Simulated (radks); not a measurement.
Values are calculated unless marked as measured or tabulated.
Spin polarisation of the 4f9 shell in neutral terbium. Start: [Xe] 4f(up 4.5, down 4.5) 6s2; electrons of 4f are moved from spin down to spin up, other shells keep equal spins. Code: a radial shooting solver on a logarithmic mesh with Libxc functionals. Model: non-relativistic Kohn-Sham, PBE, spin-polarised, spherical densities, point nucleus.

| moment (Bohr magnetons) | E - E(0) (eV) | e(4f up) (eV) | e(4f down) (eV) | 6s down minus up (eV) | 5p down minus up (eV) | 5s down minus up (eV) |
|---|---|---|---|---|---|---|
| 0 | 0.000 | -6.747 | -6.747 | 0.000 | 0.000 | 0.000 |
| 1 | -0.189 | -7.111 | -6.354 | 0.023 | 0.277 | 0.361 |
| 2 | -0.757 | -7.446 | -5.933 | 0.046 | 0.554 | 0.723 |
| 3 | -1.702 | -7.751 | -5.483 | 0.069 | 0.833 | 1.087 |
| 4 | -3.024 | -8.024 | -5.003 | 0.092 | 1.113 | 1.453 |
| 5 | -4.723 | -8.265 | -4.493 | 0.117 | 1.397 | 1.822 |

At moment 5 the spin-polarisation energy is -4.723 eV and the 4f exchange splitting 3.772 eV, that is 0.754 eV per Bohr magneton; E = -I m^2/4 would give I = 0.756 eV.
